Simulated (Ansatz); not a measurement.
```yaml
crystal:
  periodic: [false, false, false]
  atoms:
    - {symbol: Si, position_ang: [0.566130, 0.597373, 0.231847]}
    - {symbol: H, position_ang: [0.799264, 0.508893, 1.709033]}
    - {symbol: H, position_ang: [1.926519, 0.701372, -0.407778]}
    - {symbol: C, position_ang: [-0.410776, 2.129595, -0.226305]}
    - {symbol: H, position_ang: [0.128680, 3.038570, 0.082063]}
    - {symbol: H, position_ang: [-1.397163, 2.127813, 0.261541]}
    - {symbol: H, position_ang: [-0.563898, 2.190230, -1.315681]}
    - {symbol: N, position_ang: [-0.350550, -0.800916, -0.229200]}
    - {symbol: C, position_ang: [-0.022932, -2.152652, 0.151813]}
    - {symbol: H, position_ang: [-0.870740, -0.738668, -1.098163]}
    - {symbol: H, position_ang: [0.711063, -2.651438, -0.512556]}
    - {symbol: H, position_ang: [0.407444, -2.160113, 1.166522]}
    - {symbol: H, position_ang: [-0.923043, -2.790050, 0.186853]}
basis:
  gaussian: {orbitals: "6-31G*", nuclear_model: gaussian}
magnetization: {spin_polarized: true, initial_magnetization: 0}
hamiltonian: {xc: {name: CAM-B3LYP}}
accuracy: high
scf: {omitted_lower_state_checks: [starts]}
output: {forces: true}
```

```sh
$ ansatz run in.yaml --threads 4 --pin off --events-out ev --progress --plain --max-ram 3916MiB
```

Output, abridged:

```
Functional definition: CAM-B3LYP
1992 factors; integrals over basis functions are off by at most 7.7e-9 eV
448 factors; integrals over basis functions are off by at most 2.7e-9 eV
mean field evaluation 1: about -11580.4543 eV, gradient 3.7e1 eV
mean field evaluation 2: about -11579.8929 eV, gradient 3.9e1 eV
mean field evaluation 4: about -11586.2955 eV, gradient 1.3e0 eV
mean field evaluation 8: about -11586.4790 eV, gradient 1.4e-2 eV
mean field evaluation 16: about -11586.4791 eV, gradient 1.1e-5 eV
mean field -11586.47905900 eV, -425.7952518207 hartree, gradient 3.2e-8 eV, S^2 0.000000; 0 other end points of the search recorded, 0 dependent functions left out
reference -11586.47907916 eV, -425.7952525615 hartree; 21, 21 occupied and 61, 61 virtual orbitals, 1992 factors
Total energy: -11586.47907916 eV, -425.7952525615 hartree
Atom 0 at     0.566130     0.597373     0.231847 Å, force     0.088096    -0.131459     0.049797 eV/Å
Atom 1 at     0.799264     0.508893     1.709033 Å, force    -0.021464     0.001530    -0.185276 eV/Å
Atom 2 at     1.926519     0.701372    -0.407778 Å, force    -0.153359    -0.014523     0.088400 eV/Å
Atom 3 at    -0.410776     2.129595    -0.226305 Å, force    -0.084456     0.138578    -0.045744 eV/Å
Atom 4 at     0.128680     3.038570     0.082063 Å, force    -0.128849    -0.168145    -0.067530 eV/Å
Atom 5 at    -1.397163     2.127813     0.261541 Å, force     0.206181     0.030587    -0.114715 eV/Å
Atom 6 at    -0.563898     2.190230    -1.315681 Å, force     0.006434     0.013982     0.227124 eV/Å
Atom 7 at    -0.350550    -0.800916    -0.229200 Å, force    -0.024918     0.399545    -0.099336 eV/Å
Atom 8 at    -0.022932    -2.152652     0.151813 Å, force     0.154094    -0.582836     0.177431 eV/Å
Atom 9 at    -0.870740    -0.738668    -1.098163 Å, force     0.058018    -0.041978     0.091540 eV/Å
Atom 10 at     0.711063    -2.651438    -0.512556 Å, force    -0.164912     0.146615     0.120481 eV/Å
Atom 11 at     0.407444    -2.160113     1.166522 Å, force    -0.103099     0.045006    -0.219168 eV/Å
Atom 12 at    -0.923043    -2.790050     0.186853 Å, force     0.168234     0.163097    -0.023004 eV/Å
Dipole moment:    -0.132669    -0.048992    -0.181048 e Å
Checks for a lower state left out: starts
```

Hardware: 4 threads of Intel Xeon on a shared host. Wall time 5.5 s.

The 6-31G sets use Cartesian d functions.
